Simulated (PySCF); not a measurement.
Al(H)(OH)(NH2) (AlH4NO), SMILES [NH2][AlH][OH].

The structure is a stationary point at TPSSh-D3(BJ)/def2-TZVP. Other conformers were not sampled.

Method: CAM-B3LYP/def2-TZVPD in PySCF.

The molecule is in vacuum.

Estimate the frontier levels, gap, dipole moment and polarisability. (The exact figures need the calculation; the answer reports its results.)


```json
{
  "highest_occupied_level": "-8.89 eV",
  "lowest_empty_level": "0.30 eV",
  "orbital_gap": "9.20 eV",
  "dipole_moment": "0.56 D",
  "quadrupole, principal values (traceless, Buckingham form, about the centre of nuclear charge)": "-5.99, -1.26, 7.26 D·Å",
  "mean_static_polarisability": "40.2 bohr³ (5.96 Å³)",
  "polarisability_principal_values": "36.3, 40.2, 44.2 bohr³"
}
```
